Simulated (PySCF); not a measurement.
**SMILES Cc1cc(F)c(F)nn1, C5H4F2N2**

Geometry:
```tsv
atom	x (Å)	y (Å)	z (Å)
C1	-2.094	0.316	0.150
C2	-0.663	-0.093	0.092
C3	0.348	0.829	-0.231
C4	1.638	0.358	-0.260
F5	2.665	1.158	-0.557
C6	1.828	-1.003	0.035
F7	3.047	-1.533	0.027
N8	0.833	-1.800	0.328
N9	-0.386	-1.357	0.356
H10	-2.414	0.702	-0.816
H11	-2.232	1.103	0.889
H12	-2.703	-0.542	0.417
H13	0.128	1.863	-0.448
```

Computed, not measured: PySCF, GIAO BHandHLYP/pcSseg-1 magnetisability, rotational g tensor and spin-rotation constants, non-relativistic, gas phase. Geometry: GFN2-xTB.

Give the nuclear spin-rotation constants along the inertial axes (H = +C I·J) beside the isotropic shieldings.

Rotational constants 3.1004, 1.3698, 0.9557 GHz. A star marks the isotopologue with that one atom substituted, in its own axes.
```tsv
atom	isotope	Caa (kHz)	Cbb (kHz)	Ccc (kHz)	mean (kHz)	σ (ppm)
F5	19F	3.025	1.533	0.250	1.603	333.9
F7	19F	3.785	1.667	0.486	1.980	299.8
N8	14N	1.224	0.287	0.047	0.519	-169.9
N9	14N	1.162	0.353	0.041	0.519	-186.3
H10	1H	-0.270	-0.106	-0.015	-0.131	29.1
H11	1H	-0.270	-0.105	-0.016	-0.130	29.1
H12	1H	-0.133	-0.022	-0.105	-0.087	28.6
H13	1H	-0.315	0.135	-0.104	-0.095	24.5
C1	13C*	0.392	0.208	0.161	0.254	162.8
C2	13C*	1.708	0.556	0.145	0.803	18.2
C3	13C*	1.015	0.623	0.121	0.586	62.3
C4	13C*	1.176	0.656	0.206	0.679	24.8
C6	13C*	1.559	0.505	0.221	0.761	18.5
```
For the geometry as given, no vibrational averaging.
